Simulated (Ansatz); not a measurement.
`[F][In]([Cl])[SeH]` from Hartree–Fock to CCSD(T)

Cartesian coordinates in Å:
```
F 0.851 -0.584 1.761
In -0.001 -0.586 0.020
Cl -0.449 -2.683 -0.810
Se -0.490 1.575 -1.063
H 0.089 2.278 0.092
```

Charge 0, multiplicity 1. Correlated methods include outer-core shells of In, Se, which these sets cover unevenly. Scalar relativity is left out up to krypton. In takes the def2 core potential. The geometry is a stationary point of PBE0-D4/def2-TZVP. It is one conformer, not always the lowest. Frozen core, restricted reference, Ansatz.

| basis | HF (Eh) | MP2 corr. |
| --- | --- | --- |
| def2-SVP | -3148.16976 | -0.63416 |
| def2-TZVPP | -3148.76435 | -0.98485 |
| def2-QZVPP | -3148.83101 | -1.52284 |

(1) Estimate the CCSD correlation energy and the (T) correction in each basis where they were run (hartree).

## Answers

(1) 
| basis | CCSD corr. | (T) |
| --- | --- | --- |
| def2-SVP | -0.65513 | -0.01514 |
| def2-TZVPP | -0.99812 | -0.03542 |
